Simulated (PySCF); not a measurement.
Precursor series Y Cl-OH. Isolated molecules, 0 K electronic values unless said otherwise. One relaxed conformer stands for each flexible species; it need not be the lowest.

Computed with B3LYP-D3(BJ)/def2-TZVP // r2SCAN-D4/def2-SVP run with PySCF 2.14.0. B3LYP has the VWN-RPA correlation part, as in Gaussian. 

```
species                                  LUMO (eV)  HOMO (eV)  charge on the central atom (Mulliken) (e)  coordination number
---------------------------------------  ---------  ---------  -----------------------------------------  -------------------
0 of 3 Cl replaced by OH                     -3.28      -8.83                                       1.24                    3
1 of 3 Cl replaced by OH ([Y(Cl)2(OH)])      -2.75      -8.41                                       1.35                    3
2 of 3 Cl replaced by OH ([Y(Cl)(OH)2])      -2.22      -7.95                                       1.44                    3
```
